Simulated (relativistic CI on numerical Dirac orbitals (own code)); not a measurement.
## Ions with 23 electrons, Tc²⁰⁺ to Sm³⁹⁺

These numbers are calculated, not measured: Dirac-Coulomb-Breit CI, KLI orbitals optimised for each configuration, a model potential for QED, unscaled Slater integrals (own radial code, finite nucleus).

Configuration list (outside the closed core [Ne]): 3s2 3p6 3d5, 3s2 3p6 3d3 4s2, 3s2 3p5 3d6, 3s2 3p4 3d7, 3s 3p6 3d6, 3s2 3p6 3d4 4s, 3s2 3p6 3d4 4p. Levels of other configurations are missing.

Energies above each ion's lowest level, in eV. Levels are followed by their leading LS label, which can pass from one level to another where the coupling changes.

```csv
Ion,3s2 3p6 3d5 6S_5/2,3s2 3p6 3d5 4G_7/2,3s2 3p6 3d5 4G_11/2,3s2 3p6 3d5 4G_9/2,3s2 3p6 3d5 4P_1/2
Tc²⁰⁺,0,13.181,13.439,13.862,14.501
Ru²¹⁺,0,13.602,13.935,14.446,15.088
Rh²²⁺,0,14.021,14.436,15.049,15.694
Pd²³⁺,0,14.442,14.946,15.675,16.329
Ag²⁴⁺,0,14.874,15.471,16.33,16.998
Cd²⁵⁺,0,15.325,16.016,17.019,17.712
In²⁶⁺,0,15.808,16.592,17.751,18.482
Sn²⁷⁺,0,16.334,17.209,18.535,19.32
Sb²⁸⁺,0,16.919,17.882,19.382,20.24
Te²⁹⁺,0,17.58,18.624,20.306,21.257
I³⁰⁺,0,18.332,19.454,21.321,22.388
Xe³¹⁺,0,19.194,20.385,22.441,23.645
Cs³²⁺,0,20.178,21.434,23.678,25.044
Ba³³⁺,0,21.298,22.612,25.044,26.594
La³⁴⁺,0,22.564,23.929,26.549,28.304
Ce³⁵⁺,0,23.981,25.393,28.199,30.18
Pr³⁶⁺,0,25.557,27.008,29.998,32.223
Nd³⁷⁺,17.661,27.293,28.779,31.951,34.438
Pm³⁸⁺,19.301,29.192,30.708,34.061,36.823
Sm³⁹⁺,21.131,31.257,32.798,36.329,39.382
```

The lowest level keeps the configuration 3s2 3p6 3d5 and J = 5/2 throughout.

Between Z = 59 and 62 the energy of 3s2 3p6 3d5 4G_7/2 follows a local power law Z^4.1. For orientation: electrostatic splittings inside a shell grow about linearly with the screened charge, excitations that change n as its square, and fine structure as its fourth power; written in Z itself the exponents are larger, since the screened charge grows faster in proportion.
